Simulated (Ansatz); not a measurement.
Consider the formal exchange of groups at the Si–O bond: `CS[SiH2]O` + `BCl` → `CS[SiH2]BCl` + H₂O.

Gas-phase electronic energies from Ansatz, PBE0-D4/def2-TZVP geometries. CCSD(T)/CBS adds triple-zeta CCSD(T) − MP2 to the extrapolated MP2 energy (def2 sets, frozen cores). This one scheme is used for every species. Functionals use def2-TZVPP. Each species was taken in one conformer, which may not be the lowest.

CCSD(T)/CBS gives +114.3 kJ/mol.

(1) Another level gave +104.8 kJ/mol. Which?
A. HF/def2-TZVPP
B. ωB97M-V/def2-TZVPP
C. PBE0-D4/def2-TZVPP
D. PBE0/def2-TZVPP

Largest T1 diagnostic among the species: 0.012.

Results:

(1) C. PBE0-D4 104.8, HF/def2-TZVPP 144.9, PBE0 109.9, ωB97M-V 121.5 kJ/mol.

In def2-TZVPP, CCSD(T) changes the Hartree–Fock value by −27.5 kJ/mol (the triples alone add −3.5 kJ/mol) and MP2 by −21.4 kJ/mol. From PBE to PBE0 (25 % exact exchange), in def2-TZVPP and without D4, ΔE moves by +5.1 kJ/mol.
